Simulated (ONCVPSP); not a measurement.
**silver: excitation energies, all-electron against ONCV**

ONCVPSP 4.0.1 input, shortened (lines: element, Z, core and valence counts, functional; n l f; lmax; l rc ep ncon nbas qcut; lloc lpopt rc5 dvloc0; l nproj debl; icmod fcfact rcfact), LDA (Perdew-Zunger), scalar-relativistic:

```
  Ag 47.00    6    4        3      upf
    1    0    2.00
    2    0    2.00
    2    1    6.00
    3    0    2.00
    3    1    6.00
    3    2   10.00
    4    0    2.00
    4    1    6.00
    4    2   10.00
    5    0    1.00
    3
    0    1.50    0.00    4    9   10.20
    1    1.15    0.00    4    8    6.10
    2    1.65    0.00    3    7    8.60
    3    1.50    0.37    3    7    7.90
    4    4    0.85    3.00
    0    3    3.60
    1    2    1.40
    2    2    2.90
    3    1    3.40
    1    0.55    0.00
```

In the p channel the program set the typed energies aside and used -2.156, 0.250 Ha.

Energies are relative to the spin-unpolarised reference configuration 4s2 4p6 4d10 5s1; without spin polarisation the order of configurations can differ from experiment.

```
valence configuration  charge  ΔE all-electron (eV)  error AE − PS (meV)
     4s2 4p6 4d10 5s0      +1                 8.102                 -1.2
      4s2 4p6 4d9 5s0      +2                30.485                 -4.1
```

(1) What are ΔE and the potential's error for 4s2 4p6 4d8 5s0?

(2) What are ΔE and the potential's error for 4s2 4p6 4d9 5s1?

## Answers

(1) ΔE = 66.919 eV all-electron; the error (AE − PS) is +1.2 meV.

(2) ΔE = 13.379 eV all-electron; the error (AE − PS) is -0.2 meV.
